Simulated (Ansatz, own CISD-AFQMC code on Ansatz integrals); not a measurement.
C3H4O, SMILES `CC=C=O` (charge 0, multiplicity 1).

Cartesian coordinates (Å):
SMILES: CC=C=O
```xyz
8

C     -0.9698    -0.0914    -0.0685
C      0.4494     0.4061    -0.1965
C      1.4796    -0.2101     0.3242
O      2.3924    -0.7619     0.7890
H     -1.5990     0.6462     0.4346
H     -1.0142    -1.0148     0.5082
H     -1.4050    -0.2903    -1.0503
H      0.6666     1.3164    -0.7406
```
Charge 0, multiplicity 1.

Frozen-core correlation energies in cc-pVDZ at a geometry from B3LYP-D3(BJ)/def2-TZVP, on an HF energy of -190.77677 Ha (<S^2> = 0.00). Wave-function levels are from Ansatz, the walk from an own CISD-AFQMC code on Ansatz integrals (time step 0.005/Ha, trial state from CCSD amplitudes, largest double 0.08).

| level | correlation energy (mHa) |
|---|---|
| MP2 | -578.2 |
| CCSD | -606.6 |
| CCSD(T) | -628.4 |

### Question
What correlation energy does phaseless AFQMC give, and where does it lie among these levels?

### Answer
-631.0 ± 0.4 mHa (one standard error). AFQMC minus each level: MP2 -52.7 mHa, CCSD -24.4 mHa, CCSD(T) -2.5 mHa.
